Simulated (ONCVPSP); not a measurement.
# Which change was made? (Gd, ONCV)

```json
{
 "Element": "Gd (Z = 64)",
 "Generator": "ONCVPSP 4.0.1",
 "Type": "optimised norm-conserving Vanderbilt (ONCV)",
 "Functional": "PBEsol",
 "Relativity": "scalar-relativistic",
 "Frozen core": "[Kr] 4d10",
 "Valence charge": "18",
 "Reference configuration": "4f7 5s2 5p6 5d1 6s1 (charge +1)",
 "Partial waves": "5s+6s: rc 2.45 bohr, ncon 4, nbas 9, qcut 4.4 1/bohr, 2 projectors; 5p: rc 2.50 bohr, ncon 4, nbas 7, qcut 4.7 1/bohr, 2 projectors, debl 1.6 Ha; 5d: rc 3.30 bohr, ncon 4, nbas 8, qcut 5.5 1/bohr, 3 projectors, debl 1 Ha; 4f: rc 1.05 bohr, ncon 5, nbas 9, qcut 14.2 1/bohr, 2 projectors, debl 0.5 Ha",
 "Local potential": "polynomial inside 0.95 bohr (lpopt 5, dvloc0 4 Ha)",
 "Core correction": "Teter function, fcfact 4, rcfact 1.8"
}
```

In the f channel the program set the typed energies aside and used -0.554, 0.250 Ha.

Cutoffs, loose and tight: the cutoffs (Ha) at which the residual kinetic energy of the hardest occupied pseudo-wave falls to 1 and 0.1 mHa per electron. They do not see the model core or the augmentation charge, which bear on the density cutoff. Test errors are all-electron minus pseudo excitation energies from the reference, over the configurations 4f7 5s2 5p6 5d1 6s2; 4f7 5s2 5p6 5d1 6s0; 4f7 5s2 5p6 5d0 6s0; 4f7 5s2 5p6 5d1 6s0 6p2; variants that change the core or the reference have their own tests.

The base gives: outcome: generated, projector energies reset by the program; cutoff, loose: 185 Ha; cutoff, tight: 301 Ha; bound ghosts: s; GHOST(+) flags above zero: p, d; largest test error (meV): -20.

(1) After one change the result is: outcome: failed: ERROR pspot: first pseudo wave function has node, program will stop. Which change was it?
A. all radii but the core radius scaled by about 1.33 (s 3.24, p 3.32, d 4.38, f 1.40 bohr); local potential polynomial inside 1.26 bohr (lpopt 5, dvloc0 4 Ha)
B. all radii but the core radius scaled by about 0.86 (s 2.10, p 2.14, d 2.82, f 0.90 bohr); local potential polynomial inside 0.82 bohr (lpopt 5, dvloc0 4 Ha)
C. all radii but the core radius scaled by about 0.78 (s 1.92, p 1.96, d 2.60, f 0.82 bohr); local potential polynomial inside 0.74 bohr (lpopt 5, dvloc0 4 Ha)
D. all radii but the core radius scaled by about 1.07 (s 2.62, p 2.68, d 3.54, f 1.12 bohr); local potential polynomial inside 1.02 bohr (lpopt 5, dvloc0 4 Ha)

Answers

(1) A. The others give: all radii but the core radius scaled by about 0.86 (s 2.10, p 2.14, d 2.82, f 0.90 bohr); local potential polynomial inside 0.82 bohr (lpopt 5, dvloc0 4 Ha) → outcome: generated, projector energies reset by the program; cutoff, loose: 392 Ha; cutoff, tight: 435 Ha; bound ghosts: s, p; GHOST(+) flags above zero: d, f; largest test error (meV): -28 | all radii but the core radius scaled by about 1.07 (s 2.62, p 2.68, d 3.54, f 1.12 bohr); local potential polynomial inside 1.02 bohr (lpopt 5, dvloc0 4 Ha) → outcome: generated, projector energies reset by the program; cutoff, loose: 100 Ha; cutoff, tight: 245 Ha; bound ghosts: s, d; GHOST(+) flags above zero: p; largest test error (meV): -15 | all radii but the core radius scaled by about 0.78 (s 1.92, p 1.96, d 2.60, f 0.82 bohr); local potential polynomial inside 0.74 bohr (lpopt 5, dvloc0 4 Ha) → outcome: generated, projector energies reset by the program; cutoff, loose: 494 Ha; cutoff, tight: 539 Ha; bound ghosts: s, p; GHOST(+) flags above zero: d, f; largest test error (meV): -33.
